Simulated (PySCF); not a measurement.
Cl3H3HfOSi, SMILES [SiH3][O][Hf]([Cl])([Cl])[Cl], multiplicity 1.

The structure is a stationary point at B3LYP-D3(BJ)/def2-SVP. The multiplicity is an assumed one; other spin states were not compared. The isomer is the one that the SMILES or the coordinates give; other isomers of the formula were not compared. The def2 effective core potentials stand for the cores of Hf; spin–orbit coupling is left out. The values are those of a single conformer.

These are PBE/def2-TZVP (PySCF) values and carry that method's errors.

The molecule is in vacuum.

```
Quantity                                                                                                          Result
---------------------------------------------------------------------------------------------  -------------------------
total energy                                                                                         -1794.80766 hartree
point group                                                                                                           C3
highest occupied level                                                                                          -7.97 eV
lowest empty level                                                                                              -2.47 eV
orbital gap                                                                                                      5.50 eV
dipole moment                                                                                                     2.14 D
quadrupole, principal values (traceless, Buckingham form, about the centre of nuclear charge)     -3.91, -3.91, 7.82 D·Å
mean static polarisability                                                                        108.8 bohr³ (16.12 Å³)
polarisability, principal values                                                               105.8, 105.8, 114.9 bohr³
```
